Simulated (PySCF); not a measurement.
C4H9NSi, SMILES C=C1[SiH2]N[C@H]1C.

Geometry optimised at PBE0-D3(BJ)/def2-SVP. The structure was generated by enumeration; whether it is a known compound was not checked.

The numbers are results of TDDFT-CAM-B3LYP/def2-SVPD (PySCF), not measurements.

Vertical excitations. Isolated molecule, no solvent.

```json
[
 {"state": "S1", "energy (eV)": "5.60", "λ (nm)": "221", "f": "0.004", "main pairs": "HOMO→LUMO+1 70 %, HOMO→LUMO 26 %"},
 {"state": "S2", "energy (eV)": "5.76", "λ (nm)": "215", "f": "0.003", "main pairs": "HOMO→LUMO 71 %, HOMO→LUMO+1 25 %"},
 {"state": "S3", "energy (eV)": "6.18", "λ (nm)": "201", "f": "0.002", "main pairs": "HOMO−2→LUMO 89 %"},
 {"state": "S4", "energy (eV)": "6.56", "λ (nm)": "189", "f": "0.007", "main pairs": "HOMO→LUMO+2 68 %, HOMO→LUMO+4 21 %"},
 {"state": "S5", "energy (eV)": "6.87", "λ (nm)": "181", "f": "0.016", "main pairs": "HOMO−1→LUMO+1 75 %"},
 {"state": "S6", "energy (eV)": "6.92", "λ (nm)": "179", "f": "0.419", "main pairs": "HOMO−1→LUMO 80 %"},
 {"state": "S7", "energy (eV)": "7.19", "λ (nm)": "172", "f": "0.014", "main pairs": "HOMO−2→LUMO+1 78 %"},
 {"state": "S8", "energy (eV)": "7.23", "λ (nm)": "172", "f": "0.021", "main pairs": "HOMO→LUMO+3 64 %, HOMO→LUMO+2 10 %"},
 {"state": "S9", "energy (eV)": "7.36", "λ (nm)": "168", "f": "0.005", "main pairs": "HOMO→LUMO+5 44 %, HOMO→LUMO+6 30 %, HOMO−1→LUMO+2 10 %"},
 {"state": "S10", "energy (eV)": "7.49", "λ (nm)": "165", "f": "0.044", "main pairs": "HOMO−1→LUMO+2 45 %, HOMO→LUMO+4 13 %, HOMO→LUMO+3 11 %"},
 {"state": "T1", "energy (eV)": "4.07", "λ (nm)": "305", "f": "0", "main pairs": "HOMO−1→LUMO 77 %"},
 {"state": "T2", "energy (eV)": "5.29", "λ (nm)": "234", "f": "0", "main pairs": "HOMO→LUMO+1 73 %, HOMO→LUMO 19 %"},
 {"state": "T3", "energy (eV)": "5.47", "λ (nm)": "227", "f": "0", "main pairs": "HOMO→LUMO 64 %, HOMO→LUMO+1 18 %"},
 {"state": "T4", "energy (eV)": "5.65", "λ (nm)": "220", "f": "0", "main pairs": "HOMO−2→LUMO 84 %"}
]
```
Triplets are in the Tamm–Dancoff approximation, which puts them higher than full response would, so one can lie above its singlet here.
